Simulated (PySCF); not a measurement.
Molecule: `C#CCPCCC`, C$_{6}$H$_{11}$P.

Geometry (Å), atoms numbered from 1 in this order:
```xyz
18

C    -2.6280    1.7534   -0.3204
C    -2.3734    0.5894   -0.2022
C    -2.0656   -0.8147   -0.0755
P    -0.8351   -1.3773   -1.3774
C     0.7604   -0.9671   -0.5064
C     1.0661    0.5271   -0.5489
C     2.4493    0.8314    0.0135
H    -2.8569    2.7726   -0.4133
H    -1.6729   -1.0267    0.9244
H    -2.9801   -1.3957   -0.2333
H    -0.8538   -2.7105   -0.9329
H     0.7307   -1.3242    0.5279
H     1.5467   -1.5178   -1.0327
H     1.0075    0.8742   -1.5836
H     0.3085    1.0705    0.0211
H     2.6472    1.9000   -0.0207
H     3.2170    0.3198   -0.5638
H     2.5237    0.5020    1.0479
```

Frames of a GFN2-xTB Langevin trajectory at 300 K; GIAO PBE0/pcSseg-1 shieldings in PySCF 2.14.0 with density-fitted response routines, gas phase, non-relativistic; equivalent atoms averaged within each frame.

δ = σ(ref) − σ, references computed at the same level: TMS for 13C (σ = 186.93 ppm), 1H (σ = 31.72 ppm); 31P (σ = 318.38 ppm) vs H3PO4. The references are static minima.

Q: How do the shifts (ppm) fluctuate along the trajectory?

A: 
```
         time (fs)    C2    C1    C5    C6    C7    C3      P4   H11  H9/H10  H14/H15
optimised geometry  88.6  76.5  34.4  26.1  19.4  17.2   -95.1  3.61    2.61     1.82
               250  91.6  80.6  34.6  31.0  22.4  16.5  -104.4  4.14    3.10     1.88
               425  93.9  79.7  36.4  24.5  19.9  22.0   -94.4  2.31    3.86     2.53
               625  92.9  82.2  41.3  24.0  23.6  22.9  -116.3  2.85    2.80     1.19
               800  85.9  76.6  36.8  25.6  21.3  14.3   -91.4  3.83    3.38     1.55
              1000  88.7  77.5  42.5  27.4  14.9  15.4  -124.2  2.52    2.60     1.75
    mean of frames  90.6  79.3  38.3  26.5  20.4  18.2  -106.1  3.13    3.15     1.78
standard deviation   3.3   2.3   3.4   2.8   3.4   4.0    14.0  0.81    0.50     0.49
```

5 frames give an uncertainty of the mean of about the standard deviation over 2.2 at best, since frames this close in time may not be independent; classical motion lacks zero-point vibration, and the reference would need the same averaging.
